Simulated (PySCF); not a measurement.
A compound of formula C17H19O3P has these computed shifts in ppm, with the number of atoms in brackets (GIAO KT3/pcSseg-1, gas phase, PySCF SCF with an in-house response code, fitting set def2-universal-JFIT, grid level 2, non-relativistic, geometry: GFN2-xTB; 13C, 1H against isolated TMS; 17O against isolated H2O; 31P against isolated PH3).

17O: 394.3 (1), 206.1 (1), 66.2 (1)
13C: 171.5 (1), 132.3 (1), 128.7 (1), 126.6 (2), 124.1 (1), 123.9 (1), 122.9 (2), 121.7 (2), 121.4 (2), 52.7 (1), 38.5 (1), 37.0 (1), 23.9 (1)
1H: 7.91 (2), 7.89 (2), 7.39 (2), 7.36 (1), 7.34 (2), 7.26 (1), 3.48 (1), 2.97 (1), 2.81 (3), 1.71 (1), 1.28 (3)
31P: 270.2 (1)

(1) Which structure gave them?

Results:

(1) COC(=O)[C@H](C)CP(=O)(c1ccccc1)c1ccccc1 (Methyl 3-(diphenylphosphoryl)-2-methylpropanoate). Other isomers were not compared.
